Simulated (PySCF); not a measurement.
Stepwise substitution at one centre (In SH-H). Gas-phase values, no solvent. One relaxed conformer stands for each flexible species; it need not be the lowest. Strings in code marks are SMILES.

The S1–T1 gap (TDA) from two functionals at the same geometries (CAM-B3LYP-D3(BJ)/def2-TZVP), both in PySCF: PBE-D3(BJ)/def2-TZVP and CAM-B3LYP-D3(BJ)/def2-TZVP. Excitations are Tamm–Dancoff values on a coarser integration grid. The basis has no diffuse functions, so Rydberg states are missing or too high.

```
species                                                                                 PBE-D3(BJ)/def2-TZVP (eV)  CAM-B3LYP-D3(BJ)/def2-TZVP (eV)
--------------------------------------------------------------------------------------  -------------------------  -------------------------------
0 of 3 SH replaced by H                                                                                      0.26                             0.36
1 of 3 SH replaced by H (`[SH][InH][SH]` (H–S–In–S torsion 180°, S–In–S–H torsion 0°))                       0.49                             0.55
2 of 3 SH replaced by H                                                                                      0.82                             0.75
```

Over these rows, drawn at random from the members with no instability flagged (it was tested for open shells, ions and some series alone), PBE minus CAM-B3LYP-D3(BJ): mean -0.03 eV, from -0.10 eV to +0.06 eV.
